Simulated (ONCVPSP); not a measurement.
## Rh (Z = 45): one change to an ONCV potential, before and after

| Item | Value |
| --- | --- |
| Element | Rh (Z = 45) |
| Generator | ONCVPSP 4.0.1 |
| Type | optimised norm-conserving Vanderbilt (ONCV) |
| Functional | revPBE |
| Relativity | scalar-relativistic |
| Frozen core | [Ar] 3d10 |
| Valence charge | 17 |
| Reference configuration | 4s2 4p6 4d7 5s2 |
| Partial waves | 4s+5s: rc 1.65 bohr, ncon 3, nbas 8, qcut 5.9 1/bohr, 3 projectors, debl 3.2 Ha; 4p: rc 1.50 bohr, ncon 4, nbas 7, qcut 10.7 1/bohr, 2 projectors, debl 3.9 Ha; 4d: rc 1.60 bohr, ncon 3, nbas 7, qcut 8.5 1/bohr, 2 projectors, debl 0.6 Ha |
| Local potential | polynomial inside 1.50 bohr (lpopt 5, dvloc0 0 Ha) |
| Core correction | Teter function, fcfact 4, rcfact 1.3 |

All-electron outer shells of the reference configuration (revPBE, scalar-relativistic, ld1.x):

| shell | level (eV) | outermost node (bohr) | outermost maximum (bohr) |
| --- | --- | --- | --- |
| 3d | -304.45 | – | 0.29 |
| 4s | -86.07 | 0.47 | 0.88 |
| 4p | -53.84 | 0.47 | 0.94 |
| 4d | -8.64 | 0.46 | 1.13 |
| 5s | -5.24 | 1.18 | 2.57 |

Change: all radii but the core radius scaled by about 1.12 (s 1.86, p 1.68, d 1.80 bohr); local potential polynomial inside 1.68 bohr (lpopt 5, dvloc0 0 Ha).

Cutoffs: the cutoffs (Ha) at which the residual kinetic energy of the hardest occupied pseudo-wave falls to 1 and 0.1 mHa per electron; they do not see the model core or the augmentation charge, which bear on the density cutoff. Errors are all-electron minus pseudo energies relative to the spin-unpolarised reference configuration.

Q: Predict the effect on cutoff, ghosts and configuration errors.

A: The potential gets neither clearly harder nor softer (32 Ha and 39 Ha → 30 Ha and 39 Ha); the p channel sets the loose cutoff, while the largest relative change is in s, which becomes softer; of the 4 tests that both files solve, the error grows in 1 and shrinks in 1 by more than 15 % and 0.3 meV (median size 10.4 → 10.4 meV); neither file shows a bound ghost.

```tsv
quantity	base	changed
cutoff, loose	32 Ha	30 Ha
cutoff, tight	39 Ha	39 Ha
loose cutoff by channel	s 12 Ha, p 32 Ha, d 26 Ha	s 8.0 Ha, p 30 Ha, d 24 Ha
bound ghosts	none	none
GHOST(+) flags under 300 eV	none	none
error for 4s2 4p6 4d8 5s1, meV [ΔE -2.52 eV]	-4.1	-3.3
error for 4s2 4p6 4d8 5s0, meV [ΔE 4.81 eV]	-10	-9.3
error for 4s2 4p6 4d7 5s0, meV [ΔE 24.23 eV]	-11	-12
error for 4s2 4p5 4d8 5s1, meV [ΔE 54.05 eV]	-73	-91
rms error of d²Exc/dni dnj with the model core, mHa	1.53	1.60
```
